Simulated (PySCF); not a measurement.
## Electron correlation in C⁺ (carbon, charge +1)

[He] 2s2 2p1, 2P determinant. Computed with PySCF 2.14 in jorge-DZP-DKH, with scalar relativity by spin-free X2C-1e. Frozen: 1s2; 3 electrons correlated.

MP2 pair energies summed by pair of shells (mhartree):

```json
{"pair": "2s-2s", "energy": "-26.35", "share (%)": "62.4"}
{"pair": "2s-2p", "energy": "-15.88", "share (%)": "37.6"}
```

Total MP2 correlation energy: -42.23 mhartree.

Same-spin part -2.38 and opposite-spin part -39.84 mhartree; SCS-MP2 scales them by 1/3 and 6/5 to -48.61 mhartree.

| level | correlation energy (mhartree) |
| --- | --- |
| CCSD | -67.69 |
| (T) | -0.63 |
| CCSD(T) | -68.32 |

Diagnostics: T1 = 0.0085, D1 = 0.0153, largest double amplitude 0.135.

Question: Is a single reference adequate?

Answer: Mostly. T1 lies below 0.03, but a double amplitude of this size points to a near-degeneracy that CCSD handles and MP2 describes poorly.
